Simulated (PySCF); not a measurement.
## Electronic absorption of C6H13OP

Compound: C₆H₁₃OP.
SMILES: `C[C@@H]1CCCC[P@H]1=O`

The calculation used PySCF 2.14.0, density-fitted response routines, TDDFT B3LYP/def2-SVPD, vertical, gas phase, core orbitals frozen in the response. One conformer (not necessarily the lowest) at the PBE0-D3(BJ)/def2-SVP geometry, without solvent, vibrations or thermal averaging.

Question: What does the calculation give for the low-lying excited states?

Answer: 

| state | E (eV) | λ (nm) | f | main configurations (H = HOMO, L = LUMO) |
| --- | --- | --- | --- | --- |
| S1 | 6.55 | 189.3 | 0.0087 | H→L (92%) |
| S2 | 6.77 | 183.1 | 0.0055 | H-1→L (84%) |
| S3 | 6.81 | 182.0 | 0.0024 | H→L+1 (90%) |
| S4 | 6.94 | 178.6 | 0.0022 | H→L+2 (89%) |
| S5 | 7.01 | 176.9 | 0.012 | H→L+3 (79%) |
| S6 | 7.06 | 175.6 | 0.023 | H-1→L+1 (68%), H-1→L+3 (14%) |
| S7 | 7.13 | 173.8 | 0.0066 | H-1→L+2 (89%) |
| S8 | 7.23 | 171.5 | 0.022 | H-1→L+3 (70%), H-1→L+1 (20%) |
| S9 | 7.70 | 161.1 | 0.0017 | H→L+4 (57%), H→L+5 (27%) |
| S10 | 7.89 | 157.2 | 0.0009 | H→L+5 (44%), H→L+4 (31%), H→L+6 (20%) |

Triplets, Tamm–Dancoff:

```csv
state,E (eV),λ (nm),"main configurations (H = HOMO, L = LUMO)"
T1,6.37,194.5,"H→L (75%), H→L+3 (11%)"
T2,6.53,189.8,"H-1→L (64%), H-1→L+3 (14%)"
T3,6.72,184.6,"H→L+1 (74%), H→L+3 (9%)"
T4,6.79,182.5,H→L+2 (70%)
```

The lowest singlet lies at 6.55 eV (189 nm, vacuum ultraviolet) and is weak; its leading configuration is HOMO→LUMO (92%). The largest oscillator strength of a single state is 0.023. Löwdin shares by element: HOMO oxygen 56%, carbon 17% or more, phosphorus 14%; LUMO carbon 24% or more, hydrogen 19% or more (atoms not listed hold the other 56%). Orbital energies (eV): HOMO-3 -9.19, HOMO-2 -9.10, HOMO-1 -7.39, HOMO -7.19, LUMO 0.15, LUMO+1 0.49, LUMO+2 0.53. Of the 10 states listed, 3 reach f = 0.01 and none stays under 0.0005. Weighted by f, the mean energy of these states is 7.04 eV. No computed singlet lies in the visible range (380 to 750 nm); the lowest, at 189 nm, stands 3.29 eV above its violet end (3.26 eV). All these states lie below the vertical ionisation energy of 9.26 eV (ΔSCF). The window holds the lowest 10 singlets.
